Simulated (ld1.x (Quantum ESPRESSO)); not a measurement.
# cadmium (Cd), TM: configuration errors across variants

* Element: cadmium (Cd)
* Generator: ld1.x (Quantum ESPRESSO) 7.5
* Type: norm-conserving Troullier–Martins (Kleinman–Bylander form)
* Functional: PBEsol
* Relativity: fully relativistic
* Frozen core: [Ar] 3d10 4s2
* Valence charge: 18
* Reference configuration: 4p6 4d10 5s1.5 5p0 (charge +0.5)
* Partial waves: 5s (bound): rc 2.50 bohr; 4p (bound): rc 1.40 bohr; 4d (bound): rc 1.05 bohr
* Local potential: the d channel
* Core correction: Bessel-smoothed model core inside 0.95 bohr

Open shells are filled in proportion to 2j + 1 (rel_dist='average').

All-electron excitation energies from the reference (eV): (1) 4p6 4d10 5s2 5p0 -3.732; (2) 4p6 4d10 5s1 5p0 5.578; (3) 4p6 4d10 5s0 5p0 22.675; (4) 4p6 4d9 5s0 5p0 60.671; (5) 4p6 4d8 5s0 5p0 114.706; (6) 4p6 4d10 5s0 5p1 11.417; (7) 4p6 4d9 5s2 5p1 8.906.

Tests that are not counted but printed errors over 1 eV. “all radii but the core radius scaled by about 0.79 (s 1.98, p 1.10, d 0.82 bohr)”: 4p6 4d9 5s2 5p1 (solver errors, printed error -29.9 eV).

3 further variants failed, have other tests or another functional or relativity, and are left out.

A true bound ghost makes a file unfit for plane-wave use even where its test errors are small: the radial tests pick states by their node count and pass the ghost by. Where a test does run into it, the solver fails or the error is huge.

The file “base” misses its own reference levels by 0.4 eV. The file “all radii but the core radius scaled by about 0.79 (s 1.98, p 1.10, d 0.82 bohr)” misses its own reference levels by 0.4 eV. The file “wave 4d (bound): rc 1.05 bohr becomes 4d (bound): rc 0.92 bohr” misses its own reference levels by 0.4 eV.

Errors AE − PS in meV (a dash: test not solved or not reliable):

```csv
change,(1),(2),(3),(4),(5),(6),(7),bound ghosts
base,-0.5,-1.4,-23,+21,+64,+50,+47,s
"all radii but the core radius scaled by about 0.79 (s 1.98, p 1.10, d 0.82 bohr)",+0.4,-0.5,-22,+40,+108,+27,–,s
wave 4d (bound): rc 1.05 bohr becomes 4d (bound): rc 0.92 bohr,-0.4,-1.1,-23,+23,+71,+58,+61,s
```

(1) Give the same row for: wave 4p (bound): rc 1.40 bohr becomes 4p (bound): rc 0.96 bohr.

Answers

(1) -0.5, -1.4, -23, +21, +60, -1.4, +1.5; bound ghosts: s.
